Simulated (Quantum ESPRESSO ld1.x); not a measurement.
Question: Species: Hf XXXVII. Configuration: [Kr] (the NIST ground configuration). All-electron calculation, scalar-relativistic Kohn-Sham, LDA (Slater exchange, VWN5 correlation), spin-unpolarised, spherical densities, point nucleus. Program: ld1.x of Quantum ESPRESSO 7.5. Some entries of the table are withheld. Estimate them.

orbital  occ.  eigenvalue (Ry)  r(max) (bohr)  <r^2> (bohr^2)
1s          2         -4907.18            (1)             (2)
2s          2         -932.931          0.068        0.007637
2p          6         -833.285          0.056             (3)
3s          2         -295.888          0.192         0.04871
3p          6         -266.064          0.189             (4)
3d         10         -231.552          0.153         0.04020
4s          2         -133.808          0.413          0.1992
4p          6         -122.753          0.423          0.2119

Answer: 
(1) 1s r(max) (bohr): 0.012
(2) 1s <r^2> (bohr^2): 0.0004956
(3) 2p <r^2> (bohr^2): 0.006277
(4) 3p <r^2> (bohr^2): 0.04898
